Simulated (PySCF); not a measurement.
Ti(OH)4 (H₄O₄Ti), SMILES [Ti]([OH])([OH])([OH])[OH], multiplicity 1. Atoms are numbered in the order given.

```xyz
9

Ti     0.0000     0.0000     0.0000
O      0.8498     1.1923    -1.0627
H      0.8637     2.1547    -0.9186
O     -1.1923     0.8498     1.0627
H     -2.1547     0.8637     0.9186
O     -0.8498    -1.1923    -1.0627
H     -0.8637    -2.1547    -0.9186
O      1.1923    -0.8498     1.0627
H      2.1547    -0.8637     0.9186
```
Charge 0, spin multiplicity 1.

The structure is a stationary point at PBE-D3(BJ)/def2-SVP. The spin state was assumed, not searched. The isomer is the one that the SMILES or the coordinates give; other isomers of the formula were not compared. One conformer was computed; it need not be the lowest.

These are PySCF with KT2/pcSseg-1 values and carry that method's errors.

GIAO shieldings, no solvent; atoms alike by connectivity are averaged. δ = σ(ref) − σ: ¹⁷O against H2O (σ = 330.4 ppm); ¹H against TMS (σ = 31.47 ppm), references at their B3LYP-D3(BJ)/def2-TZVP geometries, non-relativistic.

```
nucleus           atoms  count  δ (ppm)
-------  --------------  -----  -------
¹⁷O      O2, O4, O6, O8      4    343.2
¹H       H3, H5, H7, H9      4     8.46
```
